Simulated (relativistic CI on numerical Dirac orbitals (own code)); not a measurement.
**Ir44+: sensitivity of the levels to the model**

Base calculation: Dirac-Coulomb-Breit CI, orbitals from a KLI potential per configuration, QED by a radiative potential, unscaled Slater integrals.

CI space (outside the closed core [Ar] 3d10): 4s²4p³, 4s4p⁴, 4s²4p²4d, 4p⁵, 4s4p³4d, 4s²4p²4f, 4s4p³4f, 4p⁴4d, 4s4p²4d², 4s²4p4d4f, 4p⁴4f, 4s²4p4d², 4s²4d³, 4s4p4d³, 4s²4d²4f, 4s4p4d²4f, 4p³4d², 4p²4d³, 4p²4d²4f. Double excitations out of closed p, d and f shells are left out; levels of such configurations are missing from the list, as are those of other unlisted configurations, and high levels can miss mixing partners.

Variants: (1) one mean potential for all configurations. Shifts of the energy above 4s²4p³ ²P°3/2, in eV, for the lowest level and the first level of each name with at least 55 % of one term (blank where a level changes its place among those of its configuration and J or its character, or is not in the variant):

| Level | Base | Δ(1) |
| --- | --- | --- |
| 4s²4p³ ²P°3/2 | 0.000 | 0.000 |
| 4s²4p³ ²D°5/2 | 116.954 | +0.005 |
| 4s²4p³ ²P°1/2 | 124.591 | +0.003 |
| 4s4p⁴ ⁴P5/2 | 218.795 | +0.041 |
| 4s4p⁴ ²S1/2 | 233.512 | +0.045 |
| 4s²4p²4d ⁴D1/2 | 275.339 | +0.006 |
| 4s²4p²4d ²G9/2 | 306.201 | +0.005 |
| 4s4p⁴ ⁴P3/2 | 338.204 | +0.040 |
| 4s4p⁴ ²D5/2 | 346.422 | +0.042 |
| 4s²4p²4d ⁴F9/2 | 420.354 | 0.000 |
| 4p⁵ ²P°3/2 | 465.822 | +0.077 |

At this charge energies of transitions that change n are usually good to better than 1 %, and those within a shell (Δn = 0) to a few per cent.

Ionisation energy from the two ground configurations alone: base 2257.97 eV. The NIST ASD value (theoretical) is 2258 eV.

LS names give the leading component of a level, which can be under half, so a name can repeat, a term be missing and a line seem to break the LS rules.
